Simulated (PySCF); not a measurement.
CH4Cl3FSi2, SMILES Cl[Si](Cl)(Cl)C[SiH2]F (PBE0/def2-SVP optimised geometry):

```
11

Si     1.003    -1.141    -0.488
F      0.253    -2.384     0.245
C      0.147     0.455     0.000
Si    -1.705     0.455     0.000
Cl    -2.416     2.384     0.000
Cl    -2.415    -0.481    -1.686
Cl    -2.450    -0.496     1.652
H      0.933    -1.350    -1.958
H      2.416    -1.122    -0.019
H      0.474     1.239    -0.706
H      0.479     0.765     1.006
```

Method: PBE0/def2-TZVP (PySCF).

What are the frontier orbital energies and the dipole moment?

HOMO-2 -9.50 eV, HOMO-1 -9.24 eV, HOMO -9.22 eV, LUMO -0.32 eV, LUMO+1 0.11 eV; dipole moment 2.62 D.

On the same geometry PBE/def2-TZVP (PySCF) gives HOMO-2 -8.08 eV, HOMO-1 -7.88 eV, HOMO -7.80 eV, LUMO -1.25 eV, LUMO+1 -0.85 eV; dipole moment 2.47 D.

Meta-Löwdin charges at PBE0/def2-TZVP: Si1 0.96, F2 -0.51, C3 -0.75, Si4 0.99, Cl5 -0.27, Cl6 -0.27, Cl7 -0.26, H8 -0.11, H9 -0.11, H10 0.16, H11 0.16.
